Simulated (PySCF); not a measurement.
fluoromethyl(silyloxy)silane (CH₇FOSi₂), SMILES FC[SiH2]O[SiH3]. The structure is a stationary point at PBE-D3(BJ)/def2-SVP. The values are those of a single conformer.

Computed equilibrium geometry at PBE-D3(BJ)/def2-SVP (PySCF confirms it by a frequency run) as bond lengths and angles (one conformer of several):
Atoms: F1 C2 Si3 O4 Si5 H6 H7 H8 H9 H10 H11 H12. Bonds (Å): F1–C2 1.398, C2–Si3 1.903, C2–H6 1.114, C2–H7 1.114, Si3–O4 1.676, Si3–H8 1.504, Si3–H9 1.504, O4–Si5 1.675, Si5–H10 1.506, Si5–H11 1.506, Si5–H12 1.500. Bond angles (°): F1–C2–Si3 107.7, F1–C2–H6 109.6, F1–C2–H7 109.6, Si3–C2–H6 111.4, Si3–C2–H7 111.4, H6–C2–H7 107.2, C2–Si3–O4 107.1, C2–Si3–H8 109.4, C2–Si3–H9 109.4, O4–Si3–H8 110.8, O4–Si3–H9 110.8, H8–Si3–H9 109.3, Si3–O4–Si5 143.0, O4–Si5–H10 110.5, O4–Si5–H11 110.5, O4–Si5–H12 107.8, H10–Si5–H11 108.9, H10–Si5–H12 109.6, H11–Si5–H12 109.5.
Charge 0, spin multiplicity 1.
